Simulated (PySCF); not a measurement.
## How methods differ on the electron affinity of Nb

Nb⁻ [Kr] 4d4 5s2 (5D) → Nb [Kr] 4d4 5s1 (6D), as a difference of total energies. Computed with PySCF 2.14 in def2-QZVPPD with the def2 core potential (28 electrons), with a scalar-relativistic core potential. Correlated levels: valence and next inner shell: nothing frozen outside the core potential. The calculations carry no spin-orbit coupling.

| method | electron affinity (eV) | difference from reference (eV) |
| --- | --- | --- |
| UHF | -0.510 | -1.427 |
| MP2 (valence and next inner shell) | 0.434 | -0.483 |
| SCS-MP2 (valence and next inner shell) | 0.567 | -0.350 |
| CCSD (valence and next inner shell) | 0.583 | -0.334 |
| CCSD(T) (valence and next inner shell) | 0.776 | -0.141 |

Reference: 0.917 eV (measured; photodetachment measurements, as compiled on the Wikipedia data page of electron affinities).

The reference lies between the lowest fine-structure levels, while these numbers refer to the centres of the terms.

Errors of the correlated levels include the incompleteness of this basis.

A negative affinity means that the anion lies above the atom at that level of theory.

The coupled-cluster amplitudes are large for Nb⁻ (T1 above 0.03 or a double amplitude above 0.15), so a single reference is strained.
